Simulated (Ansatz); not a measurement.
Relaxation of ClGeH₅S (8 atoms, charge 0, multiplicity 1), to a largest force component of 0.03 eV/Å in at most 50 steps.

Level of theory: RHF/def2-SVP (Ansatz).

```xyz
8
Properties=species:S:1:pos:R:3:forces:R:3
Ge 0.297 0.057 -0.074 0.40 -0.06 0.20
Cl 0.323 -0.158 2.126 0.14 0.03 -0.29
H 1.775 0.034 -0.468 0.00 0.01 -0.01
H -0.333 1.397 -0.416 0.00 -0.01 0.02
H -0.427 -1.151 -0.646 0.00 0.01 -0.01
S -3.057 0.135 0.787 0.16 -0.19 0.84
H -3.393 -1.158 0.723 0.02 0.08 0.00
H -2.236 -0.028 1.870 -0.72 0.14 -0.75
```

Q: Where does it end, and by what steps?

A: The forces met the threshold. The force dipped under the threshold on the way, but the program's further checks kept it going. After 9 steps the energy has fallen by 0.151 eV; S6 moved furthest, 0.47 Å.

```json
{"step": "0", "energy less start (eV)": "0.0000", "largest force component (eV/Å)": "0.835", "accepted": "yes"}
{"step": "1", "energy less start (eV)": "-0.1031", "largest force component (eV/Å)": "0.498", "accepted": "yes"}
{"step": "2", "energy less start (eV)": "-0.1300", "largest force component (eV/Å)": "0.470", "accepted": "yes"}
{"step": "3", "energy less start (eV)": "-0.1247", "largest force component (eV/Å)": "0.657", "accepted": "no"}
{"step": "4", "energy less start (eV)": "-0.1472", "largest force component (eV/Å)": "0.072", "accepted": "yes"}
{"step": "5", "energy less start (eV)": "-0.1499", "largest force component (eV/Å)": "0.042", "accepted": "yes"}
{"step": "6", "energy less start (eV)": "-0.1503", "largest force component (eV/Å)": "0.043", "accepted": "yes"}
{"step": "7", "energy less start (eV)": "-0.1509", "largest force component (eV/Å)": "0.012", "accepted": "yes"}
{"step": "8", "energy less start (eV)": "-0.1510", "largest force component (eV/Å)": "0.060", "accepted": "yes"}
{"step": "9", "energy less start (eV)": "-0.1511", "largest force component (eV/Å)": "0.021", "accepted": "yes"}
```

```xyz
8
Properties=species:S:1:pos:R:3
Ge 0.540 0.069 -0.141
Cl 0.464 -0.203 2.021
H 2.019 0.055 -0.524
H -0.105 1.413 -0.455
H -0.207 -1.099 -0.774
S -3.503 0.078 0.933
H -3.630 -1.250 0.900
H -2.629 0.065 1.942
```

Whether the end is a true minimum wasn't checked by a vibrational analysis.

Time of the run: 23 s on 1 thread of Arm Neoverse V1, with other jobs on the host, peak memory 0.19 GiB.
